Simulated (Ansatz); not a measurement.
Ideal-gas functions of `[OH2+][Ga-]([F])([F])[F]` at 800 K and 1 bar, from an Ansatz frequency run at PBE0-D4/def2-TZVP.

Molar mass 144.73 g/mol, point group Cs (symmetry number 1), electronic degeneracy 1, moments of inertia 154.643, 162.755, 182.04 u Å². Harmonic wavenumbers (cm⁻¹, unscaled): 109, 122, 166, 182, 218, 219, 365, 544, 642, 664, 717, 724, 1623, 3781, 3874.

Use S(trans) = R[1.5 ln M + 2.5 ln T − 1.1517]; rotational temperatures θ = 24.2544 K / I; S(rot) = R[ln(√π/σ · √(T³/θAθBθC)) + 1.5]; for each mode x = 1.438777 ν̃/T, S = R[x/(eˣ − 1) − ln(1 − e⁻ˣ)] and H = RT x/(eˣ − 1); 1 cm⁻¹ = 0.0119627 kJ/mol; R = 8.31446 J/(mol·K).

Task: By hand: the entropy, in J/(mol·K).

Result: Translation 191.4. Rotation: θ = 0.1568, 0.149, 0.1332 K, giving 124.6. Vibration, mode by mode: 21.88, 20.94, 18.40, 17.64, 16.15, 16.11, 11.96, 8.82, 7.57, 7.32, 6.75, 6.68, 1.85, 0.07, 0.06, in all 162.2. Electronic 0.0. Sum 478.2 J/(mol·K).

Task: By hand: H − E and G − E in kJ/mol, counted from the electronic energy.

Result: Zero-point energy ½ × 13950 × 0.0119627 = 83.4; thermal vibration 57.5; translation, rotation and pV give 4 RT = 26.6. H − E = 167.5 kJ/mol, and G − E = 167.5 − 800 × 478.2/1000 = -215.1 kJ/mol.

Vibration gives 34 % of the entropy, 42.8 J/(mol·K) of it from the modes under 150 cm⁻¹: soft modes count most, and the harmonic formula is weakest for them. The sum counts one conformer and one mirror image; others add a mixing term.
